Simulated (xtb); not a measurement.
C$_{3}$H$_{9}$In (SMILES [CH3][In]([CH3])[CH3]), singlet, geometry from GFN2-xTB (such geometries of metal compounds can be far from the true shape); GFN2-xTB with ALPB(chcl3) (xtb 6.7.1).

xtb was given this input:
```
$ xtb mol.xyz --gfn 2 --alpb chcl3 --json

# file mol.xyz
13

In    -0.00027071     0.00058834    -0.00069908
C     -1.54741402    -1.60362658    -0.25516667
H     -1.47645898    -2.03150186    -1.25510468
H     -2.54532539    -1.18425536    -0.13021367
H     -1.39904443    -2.39480853     0.47847392
C     -0.16211960     1.91699700    -1.15548571
H      0.80256149     2.17280153    -1.59247574
H     -0.46352417     2.72452625    -0.48838330
H     -0.90066120     1.82322629    -1.95032013
C      1.71103614    -0.31596421     1.41393740
H      2.33646867     0.57422770     1.46297261
H      2.31750483    -1.15712290     1.07865522
H      1.33272866    -0.54035921     2.41094086
```

What the program printed (banner, timings and long lists left out):

```
   ID    Z sym.   atoms
    1   49 In     1
    2    6 C      2, 6, 10
    3    1 H      3-5, 7-9, 11-13

           -------------------------------------------------
          |                Calculation Setup                |
           -------------------------------------------------

           -------------------------------------------------
          |                 G F N 2 - x T B                 |
           -------------------------------------------------

      * Solvation model:               ALPB
        Solvent                        chcl3
        Parameter file                 internal GFN2-xTB/ALPB
        Dielectric constant                4.8100E+00
        Reference state                gsolv [1 M gas/solution]
        Free energy shift                  3.8910E-03 Eh       2.4417E+00 kcal/mol
        Temperature                        2.9815E+02 K
        Density                            1.4900E+00 kg/L
        Solvent mass                       1.1938E+02 g/mol
        Interaction kernel             P16
        Born radius scaling (c1)           1.3274E+00
        Born radii integrator          GBOBC
        Born offset                        0.0000E+00 a0       0.0000E+00 AA
        H-bond correction              false
        Ion screening                  false
        Surface tension                    1.0000E-05 Eh       1.5569E+01 dyn/cm
        Grid points                               230 per atom

          ...................................................
          :                      SETUP                      :
          :.................................................:
          :  # basis functions                  31          :
          :  # atomic orbitals                  30          :
          :  # shells                           18          :
          :  # electrons                        24          :
          :  max. iterations                   250          :
          :  Hamiltonian                  GFN2-xTB          :
          :  restarted?                      false          :
          :  GBSA solvation                   true          :
          :  PC potential                    false          :
          :  electronic temp.          300.0000000     K    :
          :  accuracy                    1.0000000          :
          :  -> integral cutoff          0.2500000E+02      :
          :  -> integral neglect         0.1000000E-07      :
          :  -> SCF convergence          0.1000000E-05 Eh   :
          :  -> wf. convergence          0.1000000E-03 e    :
          :  Broyden damping             0.4000000          :
          :  net charge                          0          :
          :  unpaired electrons                  0          :
          ...................................................

 iter      E             dE          RMSdq      gap      omega  full diag
   1    -12.2841161 -0.122841E+02  0.129E+01    3.61       0.0  T
   2    -12.3227466 -0.386305E-01  0.563E+00    3.80       1.0  T
   3    -12.3233110 -0.564377E-03  0.312E+00    3.72       1.0  T
   4    -12.3245781 -0.126718E-02  0.163E-01    3.78       1.0  T
   5    -12.3246533 -0.751701E-04  0.570E-02    3.79       1.0  T
   6    -12.3246535 -0.197459E-06  0.434E-02    3.78       1.0  T
   7    -12.3246552 -0.172944E-05  0.242E-02    3.79       1.1  T
   8    -12.3246553 -0.322074E-07  0.155E-03    3.79      17.9  T
   9    -12.3246553 -0.233680E-10  0.111E-03    3.79      24.9  T
  10    -12.3246553 -0.354934E-09  0.123E-04    3.79     225.2  T
  11    -12.3246553 -0.309441E-11  0.258E-05    3.79    1075.1  T

   *** convergence criteria satisfied after 11 iterations ***

         :::::::::::::::::::::::::::::::::::::::::::::::::::::
         ::                     SUMMARY                     ::
         :::::::::::::::::::::::::::::::::::::::::::::::::::::
         :: total energy             -12.161957674128 Eh    ::
         :: total w/o Gsasa/hb       -12.152480633006 Eh    ::
         :: gradient norm              0.000900139739 Eh/a0 ::
         :: HOMO-LUMO gap              3.786410459278 eV    ::
         ::.................................................::
         :: SCC energy               -12.324633561731 Eh    ::
         :: -> isotropic ES            0.012338711159 Eh    ::
         :: -> anisotropic ES          0.002907666443 Eh    ::
         :: -> anisotropic XC          0.006744439280 Eh    ::
         :: -> dispersion             -0.005371004296 Eh    ::
         :: -> Gsolv                  -0.009680134225 Eh    ::
         ::    -> Gelec               -0.000203093103 Eh    ::
         ::    -> Gsasa               -0.013368060366 Eh    ::
         ::    -> Ghb                  0.000000000000 Eh    ::
         ::    -> Gshift               0.003891019244 Eh    ::
         :: repulsion energy           0.162675887602 Eh    ::
         :: add. restraining           0.000000000000 Eh    ::
         :: total charge               0.000000000000 e     ::
         :::::::::::::::::::::::::::::::::::::::::::::::::::::

           -------------------------------------------------
          |                Property Printout                |
           -------------------------------------------------

    * Orbital Energies and Occupations

         #    Occupation            Energy/Eh            Energy/eV
      -------------------------------------------------------------
         1        2.0000           -0.5697441             -15.5035
         2        2.0000           -0.5642152             -15.3531
         3        2.0000           -0.5641641             -15.3517
         4        2.0000           -0.5142943             -13.9947
         5        2.0000           -0.4597825             -12.5113
         6        2.0000           -0.4596582             -12.5079
         7        2.0000           -0.4584662             -12.4755
         8        2.0000           -0.4583244             -12.4716
         9        2.0000           -0.4578440             -12.4586
        10        2.0000           -0.4549379             -12.3795
        11        2.0000           -0.3684930             -10.0272
        12        2.0000           -0.3683650             -10.0237 (HOMO)
        13                         -0.2292170              -6.2373 (LUMO)
        14                         -0.1438390              -3.9141
        15                          0.0184633               0.5024
        16                          0.0196756               0.5354
        17                          0.0247755               0.6742
        18                          0.0256211               0.6972
        19                          0.0861188               2.3434
        20                          0.1529239               4.1613
        21                          0.1538197               4.1856
        22                          0.2103619               5.7242
        23                          0.2187665               5.9529
       ...                                ...                  ...
        30                          0.8581536              23.3515
      -------------------------------------------------------------
                  HL-Gap            0.1391480 Eh            3.7864 eV
             Fermi-level           -0.2987910 Eh           -8.1305 eV

     #   Z          covCN         q      C6AA      α(0)
     1  49 In       2.528     0.118   281.144    31.922
     2   6 C        3.615    -0.179    24.558     7.151
     3   1 H        0.925     0.044     2.395     2.420
     4   1 H        0.925     0.046     2.373     2.409
     5   1 H        0.925     0.049     2.326     2.385
     6   6 C        3.615    -0.179    24.557     7.150
     7   1 H        0.925     0.047     2.364     2.404
     8   1 H        0.925     0.044     2.396     2.421
     9   1 H        0.925     0.049     2.328     2.386
    10   6 C        3.615    -0.179    24.558     7.151
    11   1 H        0.925     0.049     2.327     2.386
    12   1 H        0.925     0.045     2.388     2.416
    13   1 H        0.925     0.045     2.382     2.413

 Mol. C6AA /au·bohr⁶  :       2044.440121
 Mol. C8AA /au·bohr⁸  :     108932.422846
 Mol. α(0) /au        :         75.013690

Wiberg/Mayer (AO) data.
largest (>0.10) Wiberg bond orders for each atom

 ---------------------------------------------------------------------------
     #   Z sym  total        # sym  WBO       # sym  WBO       # sym  WBO
 ---------------------------------------------------------------------------
     1  49 In   2.757 --     6 C    0.773     2 C    0.773    10 C    0.772
     2   6 C    3.956 --     5 H    0.946     4 H    0.945     3 H    0.945
                             1 In   0.773     6 C    0.169    10 C    0.169
     3   1 H    0.998 --     2 C    0.945
     4   1 H    0.998 --     2 C    0.945
     5   1 H    0.997 --     2 C    0.946
     6   6 C    3.956 --     9 H    0.946     7 H    0.945     8 H    0.944
                             1 In   0.773    10 C    0.169     2 C    0.169
     7   1 H    0.997 --     6 C    0.945
     8   1 H    0.998 --     6 C    0.944
     9   1 H    0.997 --     6 C    0.946
    10   6 C    3.956 --    11 H    0.946    13 H    0.945    12 H    0.944
                             1 In   0.772     6 C    0.169     2 C    0.169
    11   1 H    0.997 --    10 C    0.946
    12   1 H    0.998 --    10 C    0.944
    13   1 H    0.998 --    10 C    0.945
 ---------------------------------------------------------------------------

Topologies differ in total number of bonds
Writing topology from bond orders to xtbtopo.mol

molecular dipole:
                 x           y           z       tot (Debye)
 q only:        0.000       0.003      -0.002
   full:       -0.000       0.002      -0.002       0.008
molecular quadrupole (traceless):
                xx          xy          yy          xz          yz          zz
 q only:       -0.001       0.017      -0.038      -0.054      -0.016       0.039
  q+dip:        0.101       0.547       0.436       0.980      -0.763      -0.537
   full:       -0.183      -0.902      -0.720      -1.679       1.236       0.903

           -------------------------------------------------
          | TOTAL ENERGY              -12.161957674128 Eh   |
          | GRADIENT NORM               0.000900139739 Eh/α |
          | HOMO-LUMO GAP               3.786410459278 eV   |
           -------------------------------------------------

normal termination of xtb
```
